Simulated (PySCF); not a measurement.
C5H8, SMILES C1CC1C=C. Geometry optimised at B3LYP-D3(BJ)/def2-SVP. Other conformers were not sampled.

Task: Give the equilibrium geometry at B3LYP-D3(BJ)/def2-SVP (PySCF confirms it by a frequency run) as a Z-matrix, and its point group. (An estimate is asked for; the answer gives what the named calculation found.)

Result: One answer among several that fit: point group Cs.
```
C
H 1 1.0949
C 1 1.4778 2 114.67
C 3 1.3373 1 125.45 2 0.00
H 4 1.0927 3 121.48 1 180.00
H 4 1.0948 5 117.07 3 180.00
H 3 1.0983 4 119.11 5 0.00
C 1 1.5174 2 116.15 3 146.62
H 8 1.0934 1 117.64 2 -2.82
H 8 1.0940 9 114.17 1 143.50
C 8 1.4990 9 118.70 10 146.92
H 11 1.0934 8 118.70 9 0.00
H 11 1.0940 12 114.17 8 146.92
```
